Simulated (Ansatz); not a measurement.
`O[SiH2]N[SiH3]` + H–F → `O[SiH2]F` + `N[SiH3]` at 400 K and 1 bar (ligand exchange at the Si–N bond).

Isolated molecules relaxed with PBE0-D4/def2-TZVP in Ansatz; ΔE leaves out vibrations. CBS: MP2 limit from def2 TZ/QZ plus the TZ coupled-cluster correction, frozen cores. This one scheme is used for every species. Each species was taken in one conformer, which may not be the lowest.

```csv
species,CCSD(T)/CBS energy (Eh),H − E (kJ/mol),S (J/(mol·K))
`O[SiH2]N[SiH3]`,-712.34297,226.4,387.9
H–F,-100.39570,36.5,182.2
`O[SiH2]F`,-465.96250,110.6,296.9
`N[SiH3]`,-346.80422,153.0,285.3
```

H − E and S are ideal-gas, rigid-rotor, harmonic terms from PBE0-D4/def2-TZVP, for one conformer and one mirror image of each species. 1 Eh = 2625.50 kJ/mol, R = 8.31446 J/(mol·K).

Q: By hand: ΔE, ΔH, ΔS and ΔG.

A: ΔE = (-465.96250) + (-346.80422) − (-712.34297) − (-100.39570) = -0.02805 Eh = -73.6 kJ/mol. Δ(H − E) = 110.6 + 153.0 − 226.4 − 36.5 = 0.7, so ΔH = -72.9 kJ/mol. ΔS = 296.9 + 285.3 − 387.9 − 182.2 = 12.1 J/(mol·K). ΔG = -72.9 − 400 × (12.1)/1000 = -77.7 kJ/mol.

Q: By hand: the equilibrium constant, and the temperature at which ΔG would vanish if ΔH and ΔS stayed fixed.

A: log₁₀ K = −ΔG/(RT ln 10) = 10.1. ΔH and −TΔS have one sign here, so there is no such temperature.

The number of gas molecules stays the same, so ΔS is small and ΔH decides. A doubt of 5 kJ/mol in ΔE shifts log₁₀ K by 0.7 here. Other conformers and mirror images would add mixing entropy, several J/(mol·K) or more a flexible species. Modes under 60 cm⁻¹, often nearly free rotors, make the harmonic entropy too high. These are equilibria of isolated gas molecules and say nothing of rates. Largest T1 diagnostic: 0.011 (customary marks: 0.02 for closed shells, 0.045 for open ones).

ΔS is within the doubt of such terms, so its sign, and with it that verdict, could turn.
